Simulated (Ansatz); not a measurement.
Caution: the highest occupied level lies above zero, a sign of self-interaction error and of too few diffuse functions. This singlet lies 0.62 eV below the relaxed triplet at the level frozen-core CCSD(T)/aug-cc-pVTZ // B3LYP-D3(BJ)/def2-SVPD (Ansatz, a first-principles code).

A geometry relaxed with B3LYP-D3(BJ)/def2-SVPD in Ansatz, charge -1, multiplicity 1:

```xyz
5

B     -0.6318     0.0323     0.0100
H     -1.1940     1.1061     0.1650
F      2.2372    -0.1140    -0.0406
H     -1.3062    -0.9787    -0.1177
B      0.8948    -0.0458    -0.0166
```

Question: Write the SMILES of this molecule.

Answer: `B[B-]F`
